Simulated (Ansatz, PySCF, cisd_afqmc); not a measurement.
Species: Al₂, charge 0, triplet. Al2 (SMILES [Al][Al], triplet).
B3LYP-D3(BJ)/def2-TZVP minimum from Ansatz (a quantum-chemistry and plane-wave program):
```xyz
2

Al     0.0000     0.0000    -1.3777
Al     0.0000     0.0000     1.3777
```
Charge 0, spin multiplicity 3.

Atomisation energy term by term, kcal/mol (programs: Ansatz, cisd_afqmc). Open shells are spin-unrestricted; no spin-orbit coupling. Cores are frozen in correlated methods. Rows without X2C or -DK are non-relativistic. AFQMC is phaseless with a CISD trial state; ± is one standard error, without the phaseless bias. Outlying blocks are dropped, and bars are widened where a walk drifts. Over all cases where full CI ran beside it in this data, AFQMC minus full CI had a median of +0.1 mEh and passed +0.4 mEh in a tenth of the cases. CBS(X,Y): correlation extrapolated as X^-3, Hartree-Fock from the larger set (Q,5: extrapolated as (X+1)exp(-9√X)). A bracket is a step between two methods taken in the basis named. '+ core + X2C': CCSD(T) terms for core correlation (cc-pwCVTZ, 1s frozen past Ne) and scalar relativity (cc-pVTZ-DK). Full CI freezes restricted core orbitals, also for open shells; the composite that ends in it estimates full CI at the basis-set limit. Where a partner has so few electrons that a lower coupled-cluster level is exact, that level stands in. The UHF reference of Al2 ([Al][Al], triplet) is spin-contaminated (<S^2> up to 0.04 over the pure value in the sets run).

| term | basis | kcal/mol |
|---|---|---|
| Hartree-Fock | CBS(cc-pV(Q+d)Z,cc-pV(5+d)Z) | 18.61 |
| CCSD correlation | CBS(cc-pV(Q+d)Z,cc-pV(5+d)Z) | 11.64 |
| (T) | CBS(cc-pV(Q+d)Z,cc-pV(5+d)Z) | 2.94 |
| CCSDT(Q) - CCSD(T) | cc-pV(5+d)Z | 0.70 |
| FCI - CCSDT(Q) | cc-pV(D+d)Z | 0.04 |
| core correlation | cc-pwCVTZ | -0.07 |
| scalar relativity | X2C, cc-pVTZ-DK | -0.11 |
| minus zero-point energy | harmonic, PySCF's Hessian at B3LYP-D3(BJ)/def2-TZVP | -0.36 |
| sum: D0 |  | 33.4 |

The step beyond CCSD(T) by other levels: FCI in cc-pV(D+d)Z 0.77; CCSDTQ in cc-pV(D+d)Z 0.76; AFQMC/CISD in cc-pV(D+d)Z 0.28 ± 0.17; CCSDT(Q) in cc-pV(D+d)Z 0.73; CCSDT(Q) in cc-pV(T+d)Z 0.74; CCSDT(Q) in cc-pV(Q+d)Z 0.72 kcal/mol.
